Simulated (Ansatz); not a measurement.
# Nudged elastic band run: AlClH4OSi

Input file:

```yaml
crystal:
  periodic: [false, false, false]
  atoms:
    - { symbol: O, position_ang: [-1.646307, -0.839621, 0.84897] }
    - { symbol: Si, position_ang: [-0.796721, -0.210658, -0.460205] }
    - { symbol: Al, position_ang: [1.5028, 0.381548, 0.189815] }
    - { symbol: Cl, position_ang: [2.948074, 0.684003, -1.334425] }
    - { symbol: H, position_ang: [-1.723534, -0.27808, 1.62909] }
    - { symbol: H, position_ang: [-1.496227, 0.975546, -1.06117] }
    - { symbol: H, position_ang: [-0.79898, -1.287373, -1.49116] }
    - { symbol: H, position_ang: [2.010906, 0.574635, 1.679085] }
basis:
  gaussian: { orbitals: def2-SVP }
hamiltonian:
  xc: b3lyp
  dispersion: d4
neb:
  order_check: false
  images: 7
  f_tol: 0.05
  max_iterations: 33
  initial_path: idpp
  final_atoms:
    - { symbol: O, position_ang: [-1.43674071, -0.4774959, 1.15036059] }
    - { symbol: Si, position_ang: [-0.72075058, -0.14765478, -0.33552658] }
    - { symbol: Al, position_ang: [1.60655101, 0.40087182, 0.18737826] }
    - { symbol: Cl, position_ang: [2.89965165, 0.74106898, -1.46177833] }
    - { symbol: H, position_ang: [-2.37141393, -0.71800088, 1.14837404] }
    - { symbol: H, position_ang: [-1.41231907, 0.98405787, -1.0412034] }
    - { symbol: H, position_ang: [-0.82170798, -1.31998586, -1.26861361] }
    - { symbol: H, position_ang: [2.25674061, 0.53713875, 1.62100904] }
```

Command:

```bash
$ ansatz run input.yaml --threads 1 --pin off --max-ram 2048MiB --backend cpu --events-out ev --progress --plain --runs-dir out
```

Output, in part (warnings, iteration lines, the closing report on the highest movable image, with atoms numbered from 0):

```
NEB end point (image 0): max|allowed force component| = 1.096e-2 eV/Å (the criterion of neb.relax_end_points is 1.000e-2)
NEB end point (image 8): max|allowed force component| = 3.691e-3 eV/Å (the criterion of neb.relax_end_points is 1.000e-2)
NEB iter   1: max|band force component| = 3.442e-1 eV/Å  barrier→ = 0.0681 eV  barrier← = 0.0988 eV  CI = image 4  Δτ_max = 0.1088 Å  (211 SCF iters)
NEB iter   2: max|band force component| = 2.573e-1 eV/Å  barrier→ = 0.0517 eV  barrier← = 0.0824 eV  CI = image 4  Δτ_max = 0.0825 Å  (170 SCF iters)
NEB iter   3: max|band force component| = 3.218e-1 eV/Å  barrier→ = 0.0364 eV  barrier← = 0.0671 eV  CI = image 4  Δτ_max = 0.0184 Å  (158 SCF iters)
NEB iter   4: max|band force component| = 2.880e-1 eV/Å  barrier→ = 0.0317 eV  barrier← = 0.0625 eV  CI = image 4  Δτ_max = 0.0413 Å  (160 SCF iters)
NEB iter   5: max|band force component| = 1.714e-1 eV/Å  barrier→ = 0.0225 eV  barrier← = 0.0533 eV  CI = image 4  Δτ_max = 0.0322 Å  (161 SCF iters)
NEB iter   6: max|band force component| = 4.705e-2 eV/Å  barrier→ = 0.0201 eV  barrier← = 0.0509 eV  CI = image 4  Δτ_max = 0.0000 Å  (331 SCF iters)
Total energy: -29103.48542488 eV, -1069.5333623134 hartree
Atom 0 at    -1.511930    -0.780421     1.007416 Å, force    -0.005223    -0.019489     0.033824 eV/Å
Atom 1 at    -0.750991    -0.200481    -0.375589 Å, force     0.017921     0.020934    -0.046366 eV/Å
Atom 2 at     1.593145     0.312878     0.151224 Å, force     0.007812     0.001251    -0.009761 eV/Å
Atom 3 at     2.929255     0.634186    -1.469237 Å, force    -0.008043    -0.002373     0.006274 eV/Å
Atom 4 at    -2.161644    -0.205891     1.425869 Å, force    -0.017156     0.004462     0.013952 eV/Å
Atom 5 at    -1.463446     1.019310    -0.890175 Å, force     0.002909     0.001602     0.000999 eV/Å
Atom 6 at    -0.852201    -1.236928    -1.447813 Å, force     0.004955    -0.004596    -0.001443 eV/Å
Atom 7 at     2.217823     0.457349     1.598305 Å, force    -0.003175    -0.001792     0.002520 eV/Å
Dipole moment:    -0.357634     0.178860     0.208998 e Å
```

It converged. A vibrational analysis at the climbing image gives one clearly imaginary mode, 248i cm⁻¹: a first-order saddle point.

Final band (atoms are numbered from 1 in the order of the input):

```json
{"image": "0", "path coordinate (Å)": "0.00", "energy (eV)": "0.000", "dihedral H5–O1–Si2–H6 (°)": "-66"}
{"image": "1", "path coordinate (Å)": "0.17", "energy (eV)": "0.002", "dihedral H5–O1–Si2–H6 (°)": "-58"}
{"image": "2", "path coordinate (Å)": "0.33", "energy (eV)": "0.008", "dihedral H5–O1–Si2–H6 (°)": "-45"}
{"image": "3", "path coordinate (Å)": "0.50", "energy (eV)": "0.016", "dihedral H5–O1–Si2–H6 (°)": "-30"}
{"image": "4", "path coordinate (Å)": "0.66", "energy (eV)": "0.020", "dihedral H5–O1–Si2–H6 (°)": "-13"}
{"image": "5", "path coordinate (Å)": "0.86", "energy (eV)": "0.011", "dihedral H5–O1–Si2–H6 (°)": "9"}
{"image": "6", "path coordinate (Å)": "1.06", "energy (eV)": "-0.009", "dihedral H5–O1–Si2–H6 (°)": "29"}
{"image": "7", "path coordinate (Å)": "1.25", "energy (eV)": "-0.025", "dihedral H5–O1–Si2–H6 (°)": "46"}
{"image": "8", "path coordinate (Å)": "1.45", "energy (eV)": "-0.031", "dihedral H5–O1–Si2–H6 (°)": "59"}
```

Time of the run: 7.6 min on 1 thread of AMD EPYC (Zen 3) (shared host), peak memory 0.19 GiB.
